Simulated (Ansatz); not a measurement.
```yaml
crystal:
  periodic: [false, false, false]
  atoms:
    - {symbol: Au, position_ang: [-1.090194, -1.183613, -0.021480]}
    - {symbol: Au, position_ang: [2.114740, 2.280360, 0.056912]}
    - {symbol: Au, position_ang: [-0.427550, 1.551708, 0.097739]}
    - {symbol: Au, position_ang: [0.832701, -2.993618, -0.165752]}
    - {symbol: Ag, position_ang: [-3.029836, 0.732483, 0.083648]}
    - {symbol: Ag, position_ang: [1.600149, -0.387320, -0.051066]}
basis:
  gaussian: {orbitals: def2-TZVP, initial_orbitals: start.molden}
total_charge: 1
magnetization: {spin_polarized: true, initial_magnetization: 1}
hamiltonian: {xc: {name: wB97X-V}}
scf: {omitted_lower_state_checks: [starts]}
output: {orbitals: {seedname: orbitals}}
```

The file start.molden holds the orbitals of an earlier run on this structure, at another level or in another basis.

```sh
$ ansatz run in.yaml --threads 4 --pin off --events-out ev --progress --plain --max-ram 4787MiB
```

Q: Does this run fit into the memory that it is given?

A: No. It has 240 basis functions, and Ansatz plans for 5.24 GiB where 4.67 GiB are given.
